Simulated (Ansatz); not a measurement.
Geometry optimisation, RHF/def2-SVPD in Ansatz.

The input (input.yaml):

```yaml
crystal:
  periodic: [false, false, false]
  atoms:
    - { symbol: C, position_ang: [-0.0492, 1.7961, -0.2522] }
    - { symbol: C, position_ang: [-0.5358, 0.3885, -0.1162] }
    - { symbol: As, position_ang: [0.9955, -0.8051, -0.2909] }
    - { symbol: "N", position_ang: [0.1105, -2.3027, 0.3236] }
    - { symbol: H, position_ang: [-0.9799, 2.4996, -0.194] }
    - { symbol: H, position_ang: [0.6301, 2.1201, 0.531] }
    - { symbol: H, position_ang: [0.3996, 1.9999, -1.2537] }
    - { symbol: H, position_ang: [-0.9711, 0.2627, 0.8702] }
    - { symbol: H, position_ang: [-1.2622, 0.1563, -0.8673] }
    - { symbol: H, position_ang: [1.5271, -0.4667, 1.1903] }
    - { symbol: H, position_ang: [-0.92557, -2.04023, 0.45843] }
    - { symbol: H, position_ang: [0.47282, -2.62151, 1.21673] }
basis:
  gaussian: { orbitals: def2-SVPD }
hamiltonian:
  xc: hf
relax:
  f_tol: 0.015
  max_steps: 40
```

Command:

```bash
$ ansatz run input.yaml --threads 2 --pin off --max-ram 3072MiB --backend cpu --events-out ev --progress --plain --runs-dir out
```

Question: Where does it end, and by what steps?

Answer: It converged. After 10 steps the energy has fallen by 0.747 eV; H12 moved furthest, 1.05 Å.

```tsv
step	energy less start (eV)	largest force component (eV/Å)	accepted
0	0.0000	2.888	yes
1	-0.4242	0.770	yes
2	-0.5195	1.017	yes
3	-0.5607	1.217	yes
4	-0.6573	0.480	yes
5	-0.7090	0.330	yes
6	-0.7368	0.233	yes
7	-0.7420	0.192	yes
8	-0.7468	0.032	yes
9	-0.7470	0.016	yes
10	-0.7471	0.007	yes
```

```xyz
12
Properties=species:S:1:pos:R:3
C -0.074 1.922 -0.321
C -0.547 0.480 -0.148
As 0.934 -0.809 -0.033
N -0.055 -2.281 0.466
H -0.925 2.600 -0.407
H 0.525 2.253 0.529
H 0.532 2.040 -1.221
H -1.170 0.382 0.742
H -1.155 0.168 -0.999
H 1.438 -0.342 1.324
H -0.491 -2.266 1.367
H 0.400 -3.159 0.316
```

Run time: 50 s on 2 threads of Arm Neoverse V1, on a shared host, peak memory 0.48 GiB.
